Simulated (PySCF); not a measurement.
A GIAO shielding run with PySCF 2.14.0 with density-fitted response routines (density fitting, non-relativistic, gas phase) on `N#C[Si]1(S[SiH3])[SiH2]C[SiH2]1`, C2H9NSSi4:

```
$ OMP_NUM_THREADS=1 python probes_run.py task.json out

{"job": {"kind": "nmr", "xc": "PBE0", "basis": "pcSseg-1"}, "charge": 0, "multiplicity": 1}
N      1.343181     0.564446    -3.001777
C      0.890457     0.202899    -2.010593
Si     0.167104    -0.370712    -0.384101
S      1.826826    -1.431644     0.570756
Si     3.445509    -0.034109     0.585918
Si    -1.926009    -1.432665    -0.487766
C     -2.619513     0.167391     0.350889
Si    -1.083989     1.267682     0.753070
H      4.519223    -0.796868     1.196480
H      3.023457     1.102499     1.398208
H      3.713811     0.367841    -0.784900
H     -2.183607    -2.628851     0.315326
H     -2.523385    -1.650024    -1.808123
H     -3.207734    -0.054864     1.239930
H     -3.307345     0.686995    -0.315581
H     -0.894827     1.441816     2.197352
H     -1.190157     2.610196     0.175003
```

Hardware: 1 thread of an Arm Neoverse V2, shared host. The job also computes population analyses, field gradients, ring-centre shieldings.

Question: How large is the calculation?

Answer: 100 electrons, 216 basis functions and 1237 auxiliary functions.

Question: How long does it take, and how much memory does it need?

Answer: 39 s of wall time, with 14 SCF cycles and 5 response iterations; peak memory 1.1 GiB. Times on a shared host scatter by some tens of per cent.
